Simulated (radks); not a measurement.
The numbers below are computed, except where a source is named.
Task: The mean radii <r> (bohr) of the occupied orbitals of an atom or ion are listed with their occupations. Code: a radial shooting solver on a logarithmic mesh with Libxc functionals. Model: Dirac Kohn-Sham, PBE, spin-unpolarised, spherical densities, point nucleus.

orbital  occ.      <r>
1s1/2       2  0.01866
2s1/2       2  0.07833
2p1/2       2  0.06487
2p3/2       4  0.07271
3s1/2       2   0.2043
3p1/2       2   0.1942
3p3/2       4   0.2088
3d3/2       4   0.1829
3d5/2       6   0.1874
4s1/2       2   0.4586
4p1/2       2   0.4645
4p3/2       4   0.4975
4d3/2       4   0.5165
4d5/2       6   0.5279
5s1/2       2    1.097
5p1/2       2    1.209
5p3/2       4    1.309
4f5/2       6   0.6319
4f7/2       8   0.6425
5d3/2     0.8    1.817
5d5/2     1.2    1.863

Name the element and its charge. Open shells, if any, are shared by 2j + 1.

Result: Z = 73, tantalum, charge +3: Ta3+ in [Xe] 4f14 5d2. The 1s radius gives Z: for a bare nucleus <r> = (2 gamma + 1)/(2Z) with gamma = sqrt(1 - (Z/c)^2), 0.01844 bohr for Z = 73, and screening makes it slightly larger (0.01866 here). The occupations add up to 70, and the charge is Z minus that.
